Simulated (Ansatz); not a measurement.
`F[SiH2][GaH2]` + `[OH][AlH2]` → `[AlH2][O][GaH2]` + `F[SiH3]` at 700 K and 1 bar (cleavage of the Ga–Si bond).

Calculated with Ansatz (gas phase, PBE0-D4/def2-TZVP geometries, no zero-point term in ΔE). CCSD(T)/CBS is the MP2 limit (def2-TZVPP, def2-QZVPP) plus CCSD(T) − MP2 in def2-TZVPP, frozen cores. This one scheme is used for every species. For Ga outer-core shells are correlated without core-valence functions, which leaves a few kJ/mol of doubt a bond. Scalar relativity is left out up to krypton.

```json
{"species": "`F[SiH2][GaH2]`", "CCSD(T)/CBS energy (Eh)": "-2315.24935", "H − E (kJ/mol)": "146.8", "S (J/(mol·K))": "413.0"}
{"species": "`[OH][AlH2]`", "CCSD(T)/CBS energy (Eh)": "-319.03157", "H − E (kJ/mol)": "111.2", "S (J/(mol·K))": "312.7"}
{"species": "`[AlH2][O][GaH2]`", "CCSD(T)/CBS energy (Eh)": "-2243.58748", "H − E (kJ/mol)": "143.6", "S (J/(mol·K))": "419.4"}
{"species": "`F[SiH3]`", "CCSD(T)/CBS energy (Eh)": "-390.72345", "H − E (kJ/mol)": "108.4", "S (J/(mol·K))": "291.4"}
```

H − E and S are ideal-gas, rigid-rotor, harmonic terms from PBE0-D4/def2-TZVP. 1 Eh = 2625.50 kJ/mol, R = 8.31446 J/(mol·K).

By hand: ΔE, ΔH, ΔS and ΔG.

ΔE = (-2243.58748) + (-390.72345) − (-2315.24935) − (-319.03157) = -0.03001 Eh = -78.8 kJ/mol. Δ(H − E) = 143.6 + 108.4 − 146.8 − 111.2 = -6.0, so ΔH = -84.8 kJ/mol. ΔS = 419.4 + 291.4 − 413.0 − 312.7 = -14.9 J/(mol·K). ΔG = -84.8 − 700 × (-14.9)/1000 = -74.4 kJ/mol.

By hand: the equilibrium constant, and the temperature at which ΔG would vanish if ΔH and ΔS stayed fixed.

log₁₀ K = −ΔG/(RT ln 10) = 5.6. ΔG = 0 at ΔH/ΔS = 5691 K, far beyond where these terms or the molecules hold.

The number of gas molecules stays the same, so ΔS is small and ΔH decides. A doubt of 5 kJ/mol in ΔE shifts log₁₀ K by 0.4 here. These are equilibria of isolated gas molecules and say nothing of rates. Largest T1 diagnostic: 0.015 (customary marks: 0.02 for closed shells, 0.045 for open ones).
